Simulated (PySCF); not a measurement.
A side-by-side comparison of computed properties.

First species: C6H7F3P2.
SMILES: `C#CCP(CP)C(F)=C(F)F`

Second species: C7H5F3O.
Z-matrix (Å and degrees, GFN2-xTB geometry), rows numbered from 1:
```
C 
C   1  1.3337
C   2  1.4181  1  122.51
C   3  1.3356  2  149.96  1   178.70
O   4  1.3622  3  149.06  2    -0.25
C   5  1.3311  4  115.50  3    -0.75
F   6  1.3237  5  109.38  4  -179.93
F   6  1.3408  5  113.23  4   -60.11
F   6  1.3408  5  113.29  4    60.18
C   4  1.4322  3   64.24  2  -179.82
C  10  1.3117  3  153.66  4   179.85
H   1  1.0768  2  121.06  3    -0.10
H   1  1.0757  2  121.70  3  -179.91
H   2  1.0829  1  121.23  3   179.83
H  11  1.0754 10  121.38  3  -179.82
H  11  1.0751 10  121.20  3     0.08
```

Levels: PBE0/pcSseg-1 for dipole moment, HOMO energy, LUMO energy and HOMO–LUMO gap; GFN2-xTB for rotational constant A and rotational constant C. Geometries: GFN2-xTB. Each structure is a single optimised conformer of the isolated species, non-relativistic unless stated. Electronic properties by PySCF.

Dipoles, sizes and rotational constants follow the conformer. The torsions of the flexible species, by atom-mapped SMILES:
- `[CH:1]#[C:2][CH2:3][P:4]([CH2:5][PH2:6])[C:7]([F:8])=[C:9]([F:10])[F:11]`: C2–C3–P4–C5 71°, C3–P4–C5–P6 -179°, C3–P4–C7–F8 -99°, H–P6–C5–P4 -45°, H–P6–C5–P4 47°
- `[CH2:1]=[CH:2][C:3]1=[C:4]([O:5][C:6]([F:7])([F:8])[F:9])[C:10]1=[CH2:11]`: C1–C2–C3–C4 179°, C3–C4–O5–C6 -1°, C4–O5–C6–F7 180°

Values for the first species:

```
Dipole moment         : 1.23 D
HOMO energy           : -7.11 eV
LUMO energy           : -0.50 eV
HOMO–LUMO gap         : 6.61 eV
Rotational constant A : 0.870 GHz
Rotational constant C : 0.401 GHz
```

(1) Estimate the same properties for the second species, and the change in each.

Answers

(1) 
| property | first | second | second less first |
| --- | --- | --- | --- |
| dipole moment | 1.23 D | 1.77 D | +0.54 D |
| HOMO energy | -7.11 eV | -6.20 eV | +0.91 eV |
| LUMO energy | -0.50 eV | -1.70 eV | -1.20 eV |
| HOMO–LUMO gap | 6.61 eV | 4.50 eV | -2.11 eV |
| rotational constant A | 0.870 GHz | 1.826 GHz | +0.956 GHz |
| rotational constant C | 0.401 GHz | 0.569 GHz | +0.168 GHz |

On the first: The dipole matches unit charges of opposite sign 0.26 Å apart (1 e·Å = 4.8032 D).

On the second: In atomic units the dipole is 0.70 e·bohr (1 au = 2.5417 D).
